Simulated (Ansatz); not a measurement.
Ansatz (a program for electronic structure) job for Ta(O)(F)3 cation (F3OTa), SMILES [O]=[Ta]([F])([F])[F] (connectivity only; charge and spin as stated), charge +1, multiplicity 2, PBE/def2-SVPD. Coordinates come from a B3LYP-D3(BJ)/def2-SVP optimisation. The spin state was assumed, not searched. The isomer is the one that the SMILES or the coordinates give; other isomers of the formula were not compared. The def2 effective core potentials stand for the cores of Ta; spin–orbit coupling is left out.

Ansatz 0.2 input:
```yaml
crystal:
  periodic: [false, false, false]
  atoms:
    - {symbol: Ta, position_ang: [0.00699183, 0.00590522, -0.00000000]}
    - {symbol: O, position_ang: [0.30005946, -1.86964503, 0.00000006]}
    - {symbol: F, position_ang: [1.65133033, 0.79280264, -0.00000001]}
    - {symbol: F, position_ang: [-0.98738068, 0.41060314, 1.47476205]}
    - {symbol: F, position_ang: [-0.98738066, 0.41060305, -1.47476208]}
basis:
  gaussian:
    orbitals: def2-SVPD
hamiltonian:
  xc: {name: PBE}
total_charge: 1
magnetization: {spin_polarized: true, initial_magnetization: 1}
```

Program output:

```
WARN ansatz: RAYON_NUM_THREADS=1 ignored (pool sized by the plan → 1); use --threads N
Functional definition: PBE
integrals: 0.05 GiB planned
1056 factors; their error is unknown
mean field: 0.49 GiB planned
mean field evaluation 1: about -11707.9673 eV, gradient 8.0e1 eV
mean field evaluation 2: about -11455.8703 eV, gradient 2.7e2 eV
mean field evaluation 4: about -11728.2651 eV, gradient 1.6e1 eV
mean field evaluation 8: about -11729.2903 eV, gradient 2.3e-1 eV
mean field evaluation 16: about -11729.2400 eV, gradient 1.6e-4 eV
mean field evaluation 32: about -11728.9792 eV, gradient 6.2e0 eV
mean field evaluation 64: about -11729.2237 eV, gradient 1.2e-1 eV
mean field -11729.24003581 eV, -431.0416209517 hartree, gradient 3.3e-6 eV, S^2 0.754199; 7 other end points of the search recorded, 0 dependent functions left out
reference -11729.24009034 eV, -431.0416229555 hartree; 24, 23 occupied and 103, 104 virtual orbitals, 1056 factors
Total energy: -11729.24009034 eV, -431.0416229555 hartree
```

Self-consistency was reached.
